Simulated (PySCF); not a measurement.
# SMILES Cl/C(C(=C)Cl)=C\Br, C4H3BrCl2

Molfile (atoms numbered from 1):
```
C4H3BrCl2
     RDKit          3D

 10  9  0  0  0  0  0  0  0  0999 V2000
   -1.8786   -1.0192   -0.6609 C   0  0  0  0  0  0  0  0  0  0  0  0
   -0.9420   -0.6702    0.2281 C   0  0  0  0  0  0  0  0  0  0  0  0
   -1.2860   -0.8358    1.9272 Cl  0  0  0  0  0  0  0  0  0  0  0  0
    0.3916   -0.1439   -0.1004 C   0  0  0  0  0  0  0  0  0  0  0  0
    0.7420    0.0247   -1.7828 Cl  0  0  0  0  0  0  0  0  0  0  0  0
    1.3034    0.1938    0.8285 C   0  0  0  0  0  0  0  0  0  0  0  0
    2.9955    0.8599    0.4647 Br  0  0  0  0  0  0  0  0  0  0  0  0
   -2.8435   -1.4020   -0.3278 H   0  0  0  0  0  0  0  0  0  0  0  0
   -1.6816   -0.9226   -1.7285 H   0  0  0  0  0  0  0  0  0  0  0  0
    1.0711    0.0832    1.8872 H   0  0  0  0  0  0  0  0  0  0  0  0
  1  2  2  0
  2  3  1  0
  2  4  1  0
  4  5  1  0
  4  6  2  0
  6  7  1  0
  1  8  1  0
  1  9  1  0
  6 10  1  0
M  END
```

Computed, not measured: quadratic response CAM-B3LYP/def2-TZVPD first hyperpolarisability, Taylor convention, gas phase in PySCF 2.14.0. Geometry: PBE0-D3(BJ)/def2-SVP.

The calculation is non-relativistic, which matters for the atoms heavier than Zn.

**Question.** Give the tensor of the second harmonic β(−2ω;ω,ω) at 1907 nm in the axes of these coordinates.

**Answer.** In au, Taylor convention; rows are the first index (the induced dipole):
```csv
,xx,yy,zz,xy,xz,yz
x,+239.3,+24.1,-15.2,+109.9,+31.1,+7.7
y,+109.9,-8.6,-5.4,+23.9,+7.6,+14.0
z,+33.9,+14.5,-6.5,+8.7,-14.3,-5.0
```
Norm of βᵢ = ⅓ Σⱼ (βᵢⱼⱼ + βⱼᵢⱼ + βⱼⱼᵢ): 269.6 au, hyper-Rayleigh value 122.8 au.
